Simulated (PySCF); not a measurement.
Compound: C4H7BO3.
Bonds: C1–O2, O2–C3, C3–O4 (double), O4–B5, B5–O6, O6–C7, C7–C8 (double), C3–C8. Hydrogens: H9, H10, H11 on C1; H12, H13 on B5; H14 on C7; H15 on C8.

Level: PBE0/def2-SVPD in PySCF, non-relativistic, on one gas-phase PBE0-D3(BJ)/def2-SVP geometry that isn't relaxed in the solvent. The solvent is an IEF-PCM continuum (Bondi radii, 1.10 Å for H, scaled by 1.2), and excitations are vertical TDDFT with non-equilibrium linear response and a frozen core. The model holds no explicit solvent molecules, cavitation or dispersion.

Gas-phase singlets (H = HOMO, L = LUMO):

| state | E (eV) | λ (nm) | f | leading configuration |
| --- | --- | --- | --- | --- |
| S1 | 4.156 | 298 | 0.049 | H→L 96% |
| S2 | 5.717 | 217 | 0.127 | H-1→L 57% |
| S3 | 5.888 | 211 | 0.096 | H-2→L 61% |
| S4 | 6.420 | 193 | 0.023 | H→L+1 93% |
| S5 | 6.839 | 181 | 0.072 | H-3→L 91% |

Question: Give the list for acetone (ε = 20.49), n² = 1.85.

Answer: 
| state | E (eV) | λ (nm) | f | leading configuration | change by rank (eV) |
| --- | --- | --- | --- | --- | --- |
| S1 | 4.415 | 281 | 0.107 | H→L 96% | +0.259 |
| S2 | 5.839 | 212 | 0.118 | H-1→L 51% | +0.122 |
| S3 | 6.043 | 205 | 0.148 | H-2→L 53% | +0.155 |
| S4 | 6.638 | 187 | 0.041 | H→L+1 96% | +0.218 |
| S5 | 7.095 | 175 | 0.063 | H-3→L 76% | +0.256 |

Question: The ground-state energy changes by -0.275 eV from gas to acetone. By how much does the total energy of gas-phase S2 change?

Answer: E(S2) = E(S0) + excitation energy, so it changes by -0.275 + 0.122 = -0.153 eV: it is lowered less than the ground state, which is what a blue shift means. This is the vertical state, with the slow part of the continuum still set for S0.

Question: How do the frontier levels move from gas to acetone?

Answer: 
```csv
orbital,gas (eV),solvent (eV),change (eV)
LUMO+2,0.99,1.20,+0.21
LUMO+1,0.42,0.60,+0.18
LUMO,-1.72,-1.64,+0.08
HOMO,-6.99,-7.12,-0.13
HOMO-1,-8.36,-8.54,-0.18
HOMO-2,-9.35,-9.40,-0.05
HOMO-3,-9.85,-9.96,-0.11
```

The HOMO–LUMO gap goes from 5.27 to 5.47 eV. Rows go by rank; for HOMO-3, HOMO, LUMO+1 and LUMO+2 the atom shares or the degeneracy differ between the runs, so the row needn't follow one orbital.

The values belong to the conformer `[CH3:1][O:2][C:3]1=[O+:4][BH2-:5][O:6][CH:7]=[CH:8]1`: C1–O2–C3–O4 3°.
